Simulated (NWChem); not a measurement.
System: BN2H5; SMILES NBN

Input file for NWChem:

```
start job
memory heap 200 mb stack 900 mb global 1100 mb
geometry units angstroms noautoz
  B      0.000000     0.000000    -0.481123
  H      0.000000     0.000000    -1.694724
  N     -1.243095     0.000000     0.188027
  H     -2.117778     0.000000    -0.313887
  H     -1.352224     0.000000     1.192929
  N      1.243095     0.000000     0.188027
  H      1.352224     0.000000     1.192929
  H      2.117778     0.000000    -0.313887
end
basis spherical
  * library 6-31g*
end
dft
  xc b3lyp
  iterations 150
  mulliken
end
task dft energy
```

Parts of the log:

```
             Northwest Computational Chemistry Package (NWChem) 7.3.0
             --------------------------------------------------------

 C2V symmetry detected

                             Geometry "geometry" -> ""
                             -------------------------

 Output coordinates in angstroms (scale by  1.889725989 to convert to a.u.)

  No.       Tag          Charge          X              Y              Z
 ---- ---------------- ---------- -------------- -------------- --------------
    1 B                    5.0000     0.00000000     0.00000000    -0.49321146
    2 H                    1.0000     0.00000000     0.00000000    -1.70681246
    3 N                    7.0000    -1.24309500     0.00000000     0.17593854
    4 H                    1.0000    -2.11777800     0.00000000    -0.32597546
    5 H                    1.0000    -1.35222400     0.00000000     1.18084054
    6 N                    7.0000     1.24309500     0.00000000     0.17593854
    7 H                    1.0000     1.35222400     0.00000000     1.18084054
    8 H                    1.0000     2.11777800     0.00000000    -0.32597546

 Effective nuclear repulsion energy (a.u.)      68.5768651308

      Symmetry information
      --------------------

 Group name             C2v
 Group number             16
 Group order               4
 No. of unique centers     5

                                 NWChem DFT Module
                                 -----------------

 Summary of "ao basis" -> "ao basis" (spherical)
 ------------------------------------------------------------------------------
       Tag                 Description            Shells   Functions and Types
 ---------------- ------------------------------  ------  ---------------------
 B                           6-31g*                  6       14   3s2p1d
 H                           6-31g*                  2        2   2s
 N                           6-31g*                  6       14   3s2p1d

      Symmetry analysis of basis
      --------------------------

        a1         23
        a2          5
        b1         17
        b2          7

            General Information
            -------------------
          SCF calculation type: DFT
          Wavefunction type:  closed shell.
          No. of atoms     :     8
          No. of electrons :    24
           Alpha electrons :    12
            Beta electrons :    12
          Charge           :     0
          Spin multiplicity:     1
          Use of symmetry is: on ; symmetry adaption is: on
          Maximum number of iterations: 150
          AO basis - number of functions:    52
                     number of shells:    28
          Convergence on energy requested:  1.00D-06
          Convergence on density requested:  1.00D-05
          Convergence on gradient requested:  5.00D-04

              XC Information
              --------------
                         B3LYP Method XC Potential
                     Hartree-Fock (Exact) Exchange  0.200
                        Slater Exchange Functional  0.800 local
                    Becke 1988 Exchange Functional  0.720 non-local
              Lee-Yang-Parr Correlation Functional  0.810
                  VWN I RPA Correlation Functional  0.190 local

             Grid Information
             ----------------
          Grid used for XC integration:  medium
          Radial quadrature: Mura-Knowles
          Angular quadrature: Lebedev.
          Tag              B.-S. Rad. Rad. Pts. Rad. Cut. Ang. Pts.
          ---              ---------- --------- --------- ---------
          B                   0.85       49           7.0       434
          H                   0.35       45          10.0       434
          N                   0.65       49           9.0       434
          Grid pruning is: on
          Number of quadrature shells:   233
          Spatial weights used:  Erf1

      Superposition of Atomic Density Guess
      -------------------------------------

 Sum of atomic energies:        -135.60472768

      Non-variational initial energy
      ------------------------------

 Total energy =    -137.239403
 1-e energy   =    -317.484161
 2-e energy   =     111.667894
 HOMO         =      -0.327359
 LUMO         =       0.107099

      Symmetry analysis of molecular orbitals - initial
      -------------------------------------------------

  Numbering of irreducible representations:

     1 a1          2 a2          3 b1          4 b2

  Orbital symmetries:

     1 a1          2 b1          3 a1          4 a1          5 b1
     6 a1          7 a1          8 b1          9 b1         10 a1
    11 b2         12 a2         13 b2         14 a1         15 b1
    16 a1         17 b1         18 a1         19 b1         20 a1
    21 b2         22 a1

     ---------------------------------------------
      Total Density - Mulliken Population Analysis
     ---------------------------------------------

    Atom       Charge   Shell Charges
 -----------   ------   -------------------------------------------------------
    1 B    5     4.56   2.00  0.59  1.22  0.36  0.30  0.09
    2 H    1     1.02   0.49  0.53
    3 N    7     8.07   2.00  0.81  2.68  0.79  1.79  0.01
    4 H    1     0.56   0.41  0.15
    5 H    1     0.57   0.41  0.16
    6 N    7     8.07   2.00  0.81  2.68  0.79  1.79  0.01
    7 H    1     0.57   0.41  0.16
    8 H    1     0.56   0.41  0.15

   convergence    iter        energy       DeltaE   RMS-Dens  Diis-err
 ---------------- ----- ----------------- --------- --------- ---------
 d= 0,ls=0.0,diis     1   -137.3847177424 -2.06D+02  1.31D-02  4.23D-01
 d= 0,ls=0.0,diis     2   -137.4039805853 -1.93D-02  6.31D-03  3.03D-01
 d= 0,ls=0.0,diis     3   -137.4329556639 -2.90D-02  1.67D-03  2.93D-02
 d= 0,ls=0.0,diis     4   -137.4361166298 -3.16D-03  2.24D-04  2.86D-04
 d= 0,ls=0.0,diis     5   -137.4361494615 -3.28D-05  6.48D-05  1.64D-05
  Resetting Diis
 d= 0,ls=0.0,diis     6   -137.4361519631 -2.50D-06  6.23D-06  1.87D-07
 d= 0,ls=0.0,diis     7   -137.4361519901 -2.70D-08  5.68D-07  7.14D-10

         Total DFT energy =     -137.436151990087
      One electron energy =     -321.064605672371
           Coulomb energy =      134.904338908450
    Exchange-Corr. energy =      -19.852750356949
 Nuclear repulsion energy =       68.576865130784

 Numeric. integr. density =       23.999998941804

                  Occupations of the irreducible representations
                  ----------------------------------------------

                     irrep           alpha         beta
                     --------     --------     --------
                     a1                6.0          6.0
                     a2                1.0          1.0
                     b1                4.0          4.0
                     b2                1.0          1.0

                       DFT Final Molecular Orbital Analysis
                       ------------------------------------

 Vector   10  Occ=2.000000D+00  E=-3.198259D-01  Symmetry=a1
              MO Center= -2.0D-15,  7.4D-16, -1.0D+00, r^2= 1.8D+00
   Bfn.  Coefficient  Atom+Function         Bfn.  Coefficient  Atom+Function
  ----- ------------  ---------------      ----- ------------  ---------------
     5      0.358839  1 B  pz                16     -0.334668  2 H  s
    15     -0.299799  2 H  s                 21     -0.148249  3 N  pz
    39     -0.148249  6 N  pz                34     -0.112037  5 H  s
    50     -0.112037  7 H  s                 33     -0.100396  5 H  s
    49     -0.100396  7 H  s                  9      0.098840  1 B  pz

 Vector   11  Occ=2.000000D+00  E=-2.945546D-01  Symmetry=b2
              MO Center= -1.3D-14, -8.9D-16,  3.8D-02, r^2= 2.1D+00
   Bfn.  Coefficient  Atom+Function         Bfn.  Coefficient  Atom+Function
  ----- ------------  ---------------      ----- ------------  ---------------
    20      0.365727  3 N  py                38      0.365727  6 N  py
    24      0.280933  3 N  py                42      0.280933  6 N  py
     4      0.241987  1 B  py                 8      0.129142  1 B  py

 Vector   12  Occ=2.000000D+00  E=-2.247269D-01  Symmetry=a2
              MO Center=  1.3D-14, -3.6D-16,  1.7D-01, r^2= 2.4D+00
   Bfn.  Coefficient  Atom+Function         Bfn.  Coefficient  Atom+Function
  ----- ------------  ---------------      ----- ------------  ---------------
    20      0.435546  3 N  py                38     -0.435546  6 N  py
    24      0.381127  3 N  py                42     -0.381127  6 N  py
    10     -0.033561  1 B  d -2

 Vector   13  Occ=0.000000D+00  E= 8.769785D-02  Symmetry=a1
              MO Center= -2.7D-14, -1.3D-14,  6.1D-01, r^2= 5.7D+00
   Bfn.  Coefficient  Atom+Function         Bfn.  Coefficient  Atom+Function
  ----- ------------  ---------------      ----- ------------  ---------------
    22      1.130812  3 N  s                 40      1.130812  6 N  s
    34     -0.822567  5 H  s                 50     -0.822567  7 H  s
    32     -0.752061  4 H  s                 52     -0.752061  8 H  s
    23     -0.258214  3 N  px                41      0.258214  6 N  px
    25      0.205443  3 N  pz                43      0.205443  6 N  pz

 Vector   14  Occ=0.000000D+00  E= 9.486144D-02  Symmetry=b2
              MO Center=  1.2D-17,  1.4D-14, -4.4D-01, r^2= 2.2D+00
   Bfn.  Coefficient  Atom+Function         Bfn.  Coefficient  Atom+Function
  ----- ------------  ---------------      ----- ------------  ---------------
     8      0.805151  1 B  py                 4      0.470937  1 B  py
    24     -0.409639  3 N  py                42     -0.409639  6 N  py
    20     -0.260963  3 N  py                38     -0.260963  6 N  py

 Vector   15  Occ=0.000000D+00  E= 1.142545D-01  Symmetry=b1
              MO Center=  2.7D-14,  2.3D-16,  3.1D-01, r^2= 6.2D+00
   Bfn.  Coefficient  Atom+Function         Bfn.  Coefficient  Atom+Function
  ----- ------------  ---------------      ----- ------------  ---------------
    22      1.280510  3 N  s                 40     -1.280510  6 N  s
    34     -0.799176  5 H  s                 50      0.799176  7 H  s
    32     -0.756462  4 H  s                 52      0.756462  8 H  s
     7      0.430359  1 B  px                23     -0.246906  3 N  px
    41     -0.246906  6 N  px                19     -0.138515  3 N  px

     ---------------------------------------------
      Total Density - Mulliken Population Analysis
     ---------------------------------------------

    Atom       Charge   Shell Charges
 -----------   ------   -------------------------------------------------------
    1 B    5     4.68   2.00  0.52  1.49  0.24  0.35  0.09
    2 H    1     1.08   0.52  0.55
    3 N    7     7.74   2.00  0.76  2.57  0.80  1.60  0.02
    4 H    1     0.68   0.51  0.17
    5 H    1     0.70   0.51  0.19
    6 N    7     7.74   2.00  0.76  2.57  0.80  1.60  0.02
    7 H    1     0.70   0.51  0.19
    8 H    1     0.68   0.51  0.17

     -------------------------------------------
      Total Density - Lowdin Population Analysis
     -------------------------------------------

    Atom       Charge   Shell Charges
 -----------   ------   -------------------------------------------------------
    1 B    5     5.22   1.98  0.42  1.37  0.35  0.87  0.23
    2 H    1     1.00   0.50  0.50
    3 N    7     7.38   1.99  0.66  2.38  0.51  1.79  0.04
    4 H    1     0.75   0.47  0.28
    5 H    1     0.76   0.47  0.29
    6 N    7     7.38   1.99  0.66  2.38  0.51  1.79  0.04
    7 H    1     0.76   0.47  0.29
    8 H    1     0.75   0.47  0.28

     Multipole analysis of the density
     ---------------------------------

     L   x y z        total         alpha         beta         nuclear
     -   - - -        -----         -----         ----         -------
     0   0 0 0     -0.000000    -12.000000    -12.000000     24.000000

     1   1 0 0     -0.000000     -0.000000     -0.000000      0.000000
     1   0 1 0     -0.000000     -0.000000     -0.000000      0.000000
     1   0 0 1      0.593212      0.296606      0.296606     -0.000000

     2   2 0 0     -9.517164    -65.932662    -65.932662    122.348161
     2   1 1 0     -0.000000     -0.000000     -0.000000      0.000000
     2   1 0 1      0.000000      0.000000      0.000000     -0.000000
     2   0 2 0    -16.045589     -8.022794     -8.022794      0.000000
     2   0 1 1      0.000000      0.000000      0.000000      0.000000
     2   0 0 2    -12.871026    -19.941540    -19.941540     27.012053
```

Level: B3LYP/6-31G* (spherical d). Geometry: optimised at PBE0/def2-SVP.
